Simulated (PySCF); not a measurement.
**Correlation energy of Br²⁺ (bromine, charge +2)**

[Ar] 3d10 4s1 4p3 5s1, high-spin 6S determinant (an excited configuration). Computed with PySCF 2.14 in aug-cc-pVQZ-PP with ECP10MDF (7s6p5d3f2g, 89 functions), with a scalar-relativistic core potential. Frozen: 3s2 3p6 3d10; 5 electrons correlated.

| level | correlation energy (mhartree) |
| --- | --- |
| CCSD | -42.00 |
| (T) | -0.74 |
| CCSD(T) | -42.74 |

Diagnostics: T1 = 0.0068, D1 = 0.0212, largest double amplitude 0.033.

The outer electron is Rydberg-like, and this basis confines it to a smaller radius and binds it less than a complete one would.

Cost of the coupled-cluster step: about 8 core-seconds, for 5 correlated electrons.
